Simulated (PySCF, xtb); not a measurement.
ScCl2, SMILES [Cl][Sc+][Cl], charge +1.

Harmonic wavenumbers (cm⁻¹) from GFN2-xTB run with xtb at its own minimum, in rising order: 32, 300, 393.

What does PBE-D3(BJ)/def2-TZVP in PySCF 2.14.0 give at its own minimum? (The exact figures need the calculation; the answer reports its results.)

111, 470, 517. Paired by order, the mean absolute difference is 124 cm⁻¹ and the zero-point energies are 1.0 and 1.6 kcal/mol.
